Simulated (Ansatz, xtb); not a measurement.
**C5H3FN2Se: which of two isomers lies lower**

Structure X: `Cc1n[se]c(C#N)c1F`, a singlet. Structure Y: `N#Cc1cc(F)c(N)[se]1`, a singlet. Both are isolated molecules in the gas phase, relaxed with PBE-D3(BJ)/def2-SVP; the shapes shown needn't be the lowest conformers.

X (Å):

```xyz
12

C    -1.6746    0.8323   -1.8593
C    -0.9618    0.3481   -0.6318
C     0.5026    0.6022    1.2391
C     1.3976    1.1844    2.1605
C    -0.0819    1.1976    0.1295
F     0.1389    2.4635   -0.2275
N    -1.1175   -0.8929   -0.1987
N     2.1451    1.6459    2.9429
Se   -0.1236   -1.1785    1.3098
H    -2.2922    0.0177   -2.2778
H    -2.3265    1.6975   -1.6205
H    -0.9497    1.1710   -2.6276
```

Y (Å):

```yaml
atoms:
  - { symbol: C, position_ang: [-3.3349, 1.3025, -0.4858] }
  - { symbol: C, position_ang: [-1.9676, 1.0412, -0.2774] }
  - { symbol: C, position_ang: [-1.3704, -0.0793, 0.2882] }
  - { symbol: C, position_ang: [0.0423, -0.0359, 0.3154] }
  - { symbol: C, position_ang: [0.6568, 1.0960, -0.2164] }
  - { symbol: F, position_ang: [0.7984, -1.0408, 0.8132] }
  - { symbol: N, position_ang: [-4.4752, 1.5404, -0.6676] }
  - { symbol: N, position_ang: [2.0068, 1.3553, -0.2095] }
  - { symbol: Se, position_ang: [-0.6517, 2.3124, -0.8222] }
  - { symbol: H, position_ang: [-1.9442, -0.9350, 0.6678] }
  - { symbol: H, position_ang: [2.3874, 1.9146, -0.9742] }
  - { symbol: H, position_ang: [2.5855, 0.5462, 0.0303] }
```

**Question.** Estimate which is lower in electronic energy at CCSD(T)/def2-SVP + ΔMP2/def2-TZVPP, and by roughly how much.

**Answer.** Too close to call at this level: CCSD(T)/def2-SVP + ΔMP2/def2-TZVPP gives E(Y) − E(X) = +1.36 kcal/mol.

Level by level:

| level | geometry | E(Y) − E(X) (kcal/mol) | departure from the last row (kcal/mol) | job, with rough time for the two |
| --- | --- | --- | --- | --- |
| GFN2-xTB | GFN2-xTB | +10.20 | +8.85 | optimisation, 0.23 s |
| HF/STO-3G | GFN2-xTB | +10.84 | +9.48 | single point, 0.74 s |
| r2SCAN-D4/def2-SVP | GFN2-xTB | −2.49 | −3.84 | single point, 5.1 s |
| PBE-D3(BJ)/def2-SVP | PBE-D3(BJ)/def2-SVP | −1.05 | −2.40 | optimisation, 31 s |
| HF/def2-SVP | PBE-D3(BJ)/def2-SVP | −4.05 | −5.40 | part of the CCSD(T) run |
| MP2/def2-SVP | PBE-D3(BJ)/def2-SVP | +1.84 | +0.49 | part of the CCSD(T) run |
| CCSD(T)/def2-SVP | PBE-D3(BJ)/def2-SVP | +2.05 | +0.69 | single point |
| CCSD(T)/def2-SVP + ΔMP2/def2-TZVPP | PBE-D3(BJ)/def2-SVP | +1.36 |  | single point, 3.3 min |

As drawn, Y has 1 C∷C, 1 C–N, 1 C∷Se, 2 N–H in place of 1 C–C, 1 C∷N, 1 N∷Se, 2 C–H (∷ is an aromatic bond).

r2SCAN-D4/def2-SVP, PBE-D3(BJ)/def2-SVP, HF/def2-SVP put the two in the other order. The largest departure from CCSD(T)/def2-SVP + ΔMP2/def2-TZVPP is that of HF/STO-3G, 9.48 kcal/mol. The last row adds to CCSD(T) the change of the MP2 difference between the two basis sets, here −0.69 kcal/mol.

With thermal terms from frequencies at re-optimised GFN2-xTB minima (ideal gas, soft modes damped towards free rotors, one conformer each, 298.15 K, 1 atm): on the last row, ΔE + ΔZPE = +1.15, ΔH = +1.17, ΔG = +1.51 kcal/mol.

The correlated steps freeze 17 core orbitals; the filled d shell of Se is correlated, in a basis made for valence electrons. Run with Ansatz 0.2.0, xtb 6.7.1; the last row on 4 threads of Arm Neoverse V1 on a shared host.
